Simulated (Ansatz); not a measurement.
The pair A = CH3F (SMILES CF) (first 5 atoms), B = CH2F2 (SMILES FCF); geometry from B3LYP-D3(BJ)/def2-TZVP.
(charge 0, multiplicity 1):
```xyz
10

C      0.08673    -0.71236    -0.22889
F      0.32033     0.51067     0.40339
H     -0.02825    -1.47860     0.53634
H     -0.82290    -0.62503    -0.82320
H      0.93838    -0.93643    -0.87134
F      0.02990    -1.11216     3.08486
C      0.28494     0.20142     3.36724
F      0.32677     0.34249     4.72225
H     -0.52937     0.80655     2.97105
H      1.25676     0.46398     2.95153
```

Correlated levels freeze the cores. MP2 and its Hartree–Fock in aug-cc-pVTZ are density fitted.

Run with Ansatz (a first-principles code) with Gaussian orbitals. Each number belongs to the level named beside it.

The counterpoise-corrected interaction energy is E(AB) − E(A in the pair's basis) − E(B in the pair's basis). Total energies (hartree):

| level | AB | A in the pair's basis | B in the pair's basis |
|---|---|---|---|
| HF/aug-cc-pVDZ | -376.9919072 | -139.0575161 | -237.9316670 |
| MP2/aug-cc-pVDZ | -377.9070142 | -139.4175696 | -238.4854957 |
| HF/aug-cc-pVTZ | -377.0980171 | -139.0969810 | -237.9984259 |
| MP2/aug-cc-pVTZ | -378.2347785 | -139.5416793 | -238.6887829 |
| CCSD(T)/aug-cc-pVDZ | -377.9679611 | -139.4473723 | -238.5164442 |

Problem. Work out the counterpoise-corrected interaction energy at the basis-set limit: extrapolate the MP2 correlation part as X⁻³, take Hartree–Fock from the larger set, and add the CCSD(T) − MP2 difference of aug-cc-pVDZ.

Solution. 
1. Differences (1 hartree = 627.509 kcal/mol): HF/aug-cc-pVDZ -1.709; MP2/aug-cc-pVDZ -2.478; HF/aug-cc-pVTZ -1.638; MP2/aug-cc-pVTZ -2.709; CCSD(T)/aug-cc-pVDZ -2.601.
2. Correlation parts, MP2 less HF: -0.769 in aug-cc-pVDZ (X = 2), -1.071 in aug-cc-pVTZ (X = 3).
3. Limit (3³·(-1.071) − 2³·(-0.769))/(3³ − 2³) = -1.198; with HF/aug-cc-pVTZ it gives -2.836.
4. CCSD(T) less MP2 in aug-cc-pVDZ: -0.123.
Result: -2.96 kcal/mol, against -2.48 at MP2/aug-cc-pVDZ. It is an estimate of this method's limit, not of the exact value.
